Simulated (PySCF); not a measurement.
# Two-dimensional NMR puzzle

Compound of formula C6H12O2Si2. Correlations simulated from computed shifts and the bond graph:

HSQC (one-bond C–H):
```tsv
δH	δC
2.59	40.4
2.34	40.4
2.09	25.4
1.70	48.3
1.41	37.9
1.20	18.2
```

COSY cross peaks (H two or three bonds apart, from the bond graph; peaks can be absent where the dihedral angle is near 90°):
```tsv
δH	δH
5.24	5.12
5.24	1.41
5.12	1.41
5.12	4.90
5.12	2.09
4.90	2.09
2.59	2.34
2.59	2.09
2.34	2.09
2.09	1.41
1.70	1.41
1.70	1.20
```

HMBC (two and three bonds, from the bond graph):
```tsv
δH	δC
5.24	48.3, 37.9, 25.4
5.12	48.3, 37.9, 25.4
5.12	40.4, 37.9, 25.4
4.90	40.4, 37.9, 25.4
2.59	225.8, 48.3, 37.9, 25.4
2.34	225.8, 48.3, 37.9, 25.4
2.09	225.8, 48.3, 40.4, 37.9
1.70	225.8, 40.4, 37.9, 25.4, 18.2
1.41	225.8, 48.3, 40.4, 25.4, 18.2
1.20	225.8, 48.3, 37.9
```

Carbons without hydrogens: δ 225.8.

PySCF calculation with GFN2-xTB geometry and NMR shieldings at PBE0/pcSseg-1/GIAO; a single conformation, no relativistic terms, isolated molecule, fast rotation and ring inversion assumed for equivalent nuclei.

Referencing at the same level of theory: ¹H (31.72 ppm), ¹³C (186.93 ppm) against TMS.

Exchangeable hydrogens are left out of these lists.

Q: Assemble the structure.

A: `[C@@H]1(C)C(=O)C[C@H]2[SiH2]O[SiH2][C@@H]12`.

Numbering as in the mapped SMILES `[CH3:1][C@@H:2]1[C:3](=[O:4])[CH2:5][C@H:6]2[SiH2:7][O:8][SiH2:9][C@@H:10]12` (H(Xn): hydrogen on atom n). Ha(C5) is cis to C1 on the ring; Ha(Si7), Ha(Si9) are cis to C2 on the ring; Hb(C5) is trans to C1 on the ring; Hb(Si7), Hb(Si9) are trans to C2 on the ring.

- δC 225.8 is C3, a ketone carbonyl carbon.
- δC 48.3 is C2, an sp3 CH α to a carbonyl (δH 1.70).
- δC 40.4 is C5, an sp3 CH2 α to a carbonyl (δH 2.59, 2.34).
- δC 37.9 is C10, an sp3 CH bonded to Si (δH 1.41).
- δC 25.4 is C6, an sp3 CH bonded to Si (δH 2.09).
- δC 18.2 is C1, a methyl carbon (δH 1.20).
- HMBC from δH 2.59 reaches the proton-free carbon C3.
- HMBC from δH 2.34 reaches the proton-free carbon C3.
- HMBC from δH 2.09 reaches the proton-free carbon C3.
- HMBC from δH 1.70 reaches the proton-free carbon C3.
- COSY links 5.24–5.12, 5.24–1.41, 5.12–1.41, 5.12–4.90, 5.12–2.09, 4.90–2.09.

This is the structure that produced the data.

Shifts are as computed. Against solution values, carbons near 30 ppm lie about +3 ppm off and those near 130 ppm about +5 ppm. Of 1211 compounds with measured shifts, 218 miss one by over three times the rms of a fit or turn the order of signals round; such compounds aren't used in these exercises.
